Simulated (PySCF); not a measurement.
Isomers of C5H14OSi, from PBE0-D3(BJ)/def2-SVP geometry optimisation, gas phase (PySCF 2.14.0). One conformer each, no zero-point energy, no frequencies.

Question: Which is lower in electronic energy at this level?
A. SiHMe2(OiPr) (`C(C)(O[SiH](C)C)C`): A = 3313, B = 1252, C = 1028 MHz, dipole 0.78 D
B. `[CH3:1][CH2:2][O:3][Si:4]([CH3:5])([CH3:6])[CH3:7]` with C1–C2–O3–Si4 -177°: A = 2912, B = 1209, C = 1191 MHz, dipole 1.02 D

Answer: B. That is `CCO[Si](C)(C)C`, 6.7 kcal/mol below the other.

```csv
SMILES,mapped SMILES,E (Eh),relative (kcal/mol),relative (kJ/mol),dipole (D)
CCO[Si](C)(C)C,[CH3:1][CH2:2][O:3][Si:4]([CH3:5])([CH3:6])[CH3:7],-563.02382,0.0,0.0,1.02
[H][Si](C)(C)OC(C)C,–,-563.01317,6.7,28.0,0.78
```
